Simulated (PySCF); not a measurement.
**I⁺ (iodine, charge +1) across methods**

[Kr] 4d10 5s2 5p3 5d1, high-spin 5D determinant (an excited configuration). All numbers are calculated (PySCF 2.14, the spin-free X2C one-electron Hamiltonian (Gaussian nucleus), in aug-cc-pVQZ-DK3).

```tsv
method	E (hartree)	mean ε 5s β (eV)	mean ε 5p α (eV)	mean ε 5d α (eV)	Σ⟨r²⟩ (bohr²)	⟨S²⟩
M06-2X	-7115.19	-28.045	-21.088	-7.126	58.29	6.004
PBE0	-7114.22	-27.949	-19.768	-6.710	57.84	6.001
r2SCAN	-7114.56	-26.848	-18.852	-6.060	57.96	6.001
UHF	-7111.68173	-29.674	-23.390	-8.377	58.43	6.002
LDA	-7108.00	-27.470	-18.427	-5.989	58.16	6.001
MN15	-7119.55	-28.782	-20.452	-6.831	57.54	6.001
wB97X	-7114.81	-30.886	-21.988	-8.247	57.56	6.001
PBE	-7114.14	-26.911	-18.313	-6.043	58.04	6.001
```

The outer electron is Rydberg-like, and this basis confines it to a smaller radius and binds it less than a complete one would.
